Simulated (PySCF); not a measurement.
Start geometry of `CSc1c[c]cs1` [radical] from GFN2-xTB (Å):
```
atom  x, y, z in Å
C1    -2.127    0.910    0.337
S2    -1.485   -0.687    0.943
C3     0.162   -0.577    0.353
C4     0.631   -1.071   -0.835
C5     1.994   -0.803   -0.958
C6     2.585   -0.159    0.040
S7     1.405    0.194    1.299
H8    -2.050    0.938   -0.746
H9    -3.166    0.958    0.643
H10   -1.562    1.721    0.786
H11    0.018   -1.583   -1.552
H12    3.597    0.157    0.182
```

What comes out of this run: PBE0-D3(BJ)/def2-SVP geometry optimisation, gas phase in PySCF?

```
atom  x, y, z in Å
C1    -2.1387    0.9310    0.3591
S2    -1.4935   -0.6717    0.9139
C3     0.1505   -0.5874    0.3173
C4     0.6522   -1.1187   -0.8548
C5     2.0299   -0.8468   -0.9508
C6     2.6041   -0.1550    0.0616
S7     1.3886    0.2006    1.2441
H8    -2.1081    1.0082   -0.7364
H9    -3.1839    0.9772    0.6973
H10   -1.5763    1.7591    0.8121
H11    0.0415   -1.6608   -1.5766
H12    3.6361    0.1630    0.2054
```

The energy falls by 7.1 kJ/mol over 6 energy and gradient evaluations, the largest force component goes from 0.0252 to 1.8e-04 Eh/bohr, and the atoms move by 0.056 Å rms after alignment. The bond that changes most is C6–S7 (ends: carbon bonded to C, S and H; sulfur bonded to 2 C), which shortens by 0.029 Å. Bonds longer at the end by more than 0.005 Å: 8 of 12; shorter: 3. Among the angles that change most is C3–S7–C6, from 90.1° to 92.5°. Rotational constants go from 4004, 1319, 1147 to 4061, 1307, 1136 MHz. The orientation of the end geometry is arbitrary; only internal coordinates are fixed.

The run used 131 basis functions and 52 SCF cycles in all.

No frequency check. ⟨S²⟩ = 0.761 (exact for a doublet: 0.75).

One conformer stands for the species.
